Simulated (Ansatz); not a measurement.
Relaxation of AlFH₄OSi (8 atoms, charge 0, multiplicity 1), to a largest force component of 0.03 eV/Å in at most 50 steps.

Computed with RKS PBE/6-31G* in Ansatz 0.2.0.

```xyz
8
Properties=species:S:1:pos:R:3
Al 0.302 -0.061 0.104
F 0.815 0.296 1.645
H 1.732 0.325 -0.337
O -1.190 -0.590 -0.494
Si -2.659 -1.313 -0.770
H -2.791 -2.563 0.051
H -3.774 -0.377 -0.411
H -2.777 -1.677 -2.220
```

Where does it end, and by what steps?

It converged. The force dipped under the threshold on the way, but the program's further checks kept it going. After 11 steps the energy has fallen by 0.629 eV; F2 moved furthest, 0.47 Å.

```
step  energy less start (eV)  largest force component (eV/Å)  accepted
   0                  0.0000                           1.601       yes
   1                 -0.4491                           0.998       yes
   2                 -0.6105                           0.493       yes
   3                 -0.6086                           1.216        no
   4                 -0.6251                           0.088       yes
   5                 -0.6286                           0.031       yes
   6                 -0.6290                           0.030       yes
   7                 -0.6292                           0.008       yes
   8                 -0.6292                           0.044        no
   9                 -0.6293                           0.009       yes
  10                 -0.6293                           0.033       yes
  11                 -0.6294                           0.021       yes
```

```xyz
8
Properties=species:S:1:pos:R:3
Al 0.362 -0.043 0.179
F 0.394 0.212 1.825
H 1.630 0.337 -0.685
O -1.025 -0.705 -0.558
Si -2.563 -1.298 -0.748
H -2.769 -2.532 0.084
H -3.583 -0.273 -0.341
H -2.787 -1.658 -2.187
```

Whether the end is a true minimum wasn't checked by a vibrational analysis.

Run time: 11 s on 1 thread of AMD EPYC 9R45 96-Core Processor (Zen 5), on a shared host, peak memory 0.15 GiB.
